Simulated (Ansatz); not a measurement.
Reaction (redistribution): `[GeH3][GeH2][SiH2][GeH2][GeH3]` + `O[SiH2][SiH2][GeH3]` → `[OH][GeH2][GeH3]` + `[GeH3][SiH2][SiH2][SiH2][GeH2][GeH3]`

Computed with Ansatz on PBE0-D4/def2-TZVP structures; ΔE is electronic, products minus reactants. CBS: MP2 limit from def2 TZ/QZ plus the TZ coupled-cluster correction, frozen cores. Functionals use def2-TZVPP. For Ge outer-core shells are correlated without core-valence functions, which leaves a few kJ/mol of doubt a bond. Scalar relativity is left out up to krypton. One conformer a species, not always the lowest.

`[GeH3][GeH2][SiH2][GeH2][GeH3]`:

Z-matrix (Å, degrees):
```
Ge
Ge 1 2.424
H 1 1.538 2 109.8
H 1 1.538 2 110.0 3 119.2
H 1 1.537 2 111.2 3 -120.3
Si 2 2.379 1 109.9 3 -60.4
H 2 1.540 1 109.8 3 176.8
H 2 1.541 1 108.7 3 59.0
Ge 6 2.379 2 108.1 1 49.0
H 6 1.489 2 109.6 1 -71.5
H 6 1.489 2 110.5 1 169.0
Ge 9 2.424 6 109.9 2 49.0
H 9 1.541 6 109.2 2 -70.2
H 9 1.540 6 111.3 2 170.8
H 12 1.538 9 111.2 6 179.2
H 12 1.538 9 109.7 6 -60.6
H 12 1.538 9 110.1 6 58.6
```

`O[SiH2][SiH2][GeH3]`:

```xyz
12

O     0.196   -2.245    0.027
Si    1.371   -1.083   -0.054
Si    0.295    0.859   -0.778
Ge   -1.655    1.232    0.534
H     0.456   -3.126    0.299
H     2.472   -1.494   -0.974
H     1.991   -0.850    1.283
H    -0.080    0.750   -2.215
H     1.230    2.010   -0.627
H    -1.289    1.251    2.028
H    -2.682    0.115    0.297
H    -2.307    2.581    0.182
```

`[OH][GeH2][GeH3]`:

Z-matrix (Å, degrees):
```
Ge
Ge 1 2.430
O 1 1.789 2 110.1
H 1 1.535 2 112.5 3 115.1
H 1 1.545 2 110.9 3 -121.1
H 2 1.538 1 110.5 3 176.8
H 2 1.539 1 109.7 3 57.4
H 2 1.536 1 110.6 3 -62.5
H 3 0.960 1 112.4 2 -65.4
```

`[GeH3][SiH2][SiH2][SiH2][GeH2][GeH3]`:

```xyz
20

Ge   -0.774    1.321    2.234
Si    0.465   -0.703    2.034
Si   -0.723   -2.210    0.702
Si   -1.213   -1.199   -1.347
Ge    0.768   -0.289   -2.314
Ge    1.292    1.933   -1.497
H    -2.041    1.076    3.071
H     0.055    2.426    2.909
H    -1.210    1.819    0.846
H     0.720   -1.265    3.390
H     1.778   -0.422    1.391
H     0.088   -3.437    0.457
H    -1.980   -2.608    1.397
H    -1.813   -2.192   -2.282
H    -2.199   -0.102   -1.143
H     1.959   -1.225   -2.034
H     0.603   -0.201   -3.845
H     2.481    2.514   -2.281
H     0.080    2.861   -1.682
H     1.663    1.905   -0.005
```

```csv
level,ΔE (eV)
r2SCAN-D4,0.74
PBE0,0.76
CCSD(T)/def2-TZVPP,0.76
HF/CBS(def2),0.90
```

What does CCSD(T)/CBS give? (Estimate.)

The calculation gave: +0.79 eV. The listed levels differ from it by -0.05, -0.03, -0.03, 0.11 eV.

Largest T1 diagnostic among the species: 0.013.

In def2-TZVPP, CCSD(T) changes the Hartree–Fock value by −0.14 eV (the triples alone add −0.03 eV) and MP2 by −0.10 eV. The D4 term adds −0.07 eV with B3LYP and −0.05 eV with PBE0; it sums over pairs of atoms, weighted by their polarisabilities, and B3LYP, whose exchange is more repulsive, gets the larger term.

B3LYP here is the variant with VWN-RPA as its local correlation; programs differ in this.
